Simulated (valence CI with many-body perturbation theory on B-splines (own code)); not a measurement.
## Bi⁴²⁺: what each term of the Hamiltonian does

Computed by valence CI with perturbative core correlation (CI+MBPT): five valence electrons over a frozen Dirac-Fock core [Kr], radial functions for each j: 7 s, 7 p, 8 d, 6 f, 4 g, 1 h, with the one-electron correlation potential Σ1, the two-electron term Σ2, the three-electron term Σ3, Breit, model QED; selected CI, second order for the rest (own B-spline code, finite nucleus).

No measured spectrum was set against this ion. As an estimate, large intervals hold to a few tenths of a per cent, small ones and those within an open d or f shell to about a per cent. Only levels of the ground parity were solved; by the run's estimate the other parity begins above the list, which can be wrong where configurations are misplaced.

Each rung adds one term. CI alone is the Dirac-Coulomb CI over the frozen core; QED comes last and gives the full result, which names the levels. Energies are above (4d3/2^4 4d5/2) J=5/2 on the same rung, in cm⁻¹.

Levels are named by their leading jj configuration (3d3/2^4 stands for four electrons in 3d with j = 3/2), which in mixed levels can hold well under half, so a name can repeat and another be missing. Letters in brackets count levels of one name in rising energy.

| Level | CI alone |
| --- | --- |
| (4d3/2^3 4d5/2^2) J=5/2 [a] | 218038 |
| (4d3/2^3 4d5/2^2) J=7/2 [a] | 265611 |
| (4d3/2^3 4d5/2^2) J=3/2 [a] | 269052 |
| (4d3/2^3 4d5/2^2) J=11/2 | 278143 |
| (4d3/2^3 4d5/2^2) J=9/2 | 293970 |
| (4d3/2^3 4d5/2^2) J=5/2 [b] | 304818 |
| (4d3/2^3 4d5/2^2) J=1/2 | 315442 |
| (4d3/2^3 4d5/2^2) J=7/2 [b] | 322986 |
| (4d3/2^3 4d5/2^2) J=3/2 [b] | 380508 |
| (4d3/2^2 4d5/2^3) J=5/2 [a] | 477961 |
| (4d3/2^2 4d5/2^3) J=7/2 [a] | 513902 |
| (4d3/2^2 4d5/2^3) J=11/2 | 522819 |
| (4d3/2^2 4d5/2^3) J=9/2 [a] | 527207 |
| (4d3/2^2 4d5/2^3) J=1/2 [a] | 536875 |
| (4d3/2^2 4d5/2^3) J=13/2 | 548307 |
| (4d3/2^2 4d5/2^3) J=3/2 [a] | 542388 |

Q: What do these energies become with core correlation, Breit and QED?

A: (4d3/2^3 4d5/2^2) J=5/2 [a] 217724 (-314); (4d3/2^3 4d5/2^2) J=7/2 [a] 261009 (-4602); (4d3/2^3 4d5/2^2) J=3/2 [a] 266556 (-2496); (4d3/2^3 4d5/2^2) J=11/2 270219 (-7924); (4d3/2^3 4d5/2^2) J=9/2 286737 (-7233); (4d3/2^3 4d5/2^2) J=5/2 [b] 298923 (-5895); (4d3/2^3 4d5/2^2) J=1/2 310869 (-4574); (4d3/2^3 4d5/2^2) J=7/2 [b] 314722 (-8264); (4d3/2^3 4d5/2^2) J=3/2 [b] 376016 (-4492); (4d3/2^2 4d5/2^3) J=5/2 [a] 475260 (-2701); (4d3/2^2 4d5/2^3) J=7/2 [a] 507177 (-6726); (4d3/2^2 4d5/2^3) J=11/2 512965 (-9855); (4d3/2^2 4d5/2^3) J=9/2 [a] 518357 (-8851); (4d3/2^2 4d5/2^3) J=1/2 [a] 531041 (-5834); (4d3/2^2 4d5/2^3) J=13/2 534943 (-13363); (4d3/2^2 4d5/2^3) J=3/2 [a] 539084 (-3304).

Q: How does the ionisation energy move along the ladder, and which term matters most?

A: CI alone 2086.2, + Σ1 2088.9, + Σ2 2092.5, + Σ3 2092.5, + Breit 2091.6, + QED 2091.7 eV. The largest step is Σ2, 3.6 eV. NIST lists 2090 ± 4 eV (theoretical).
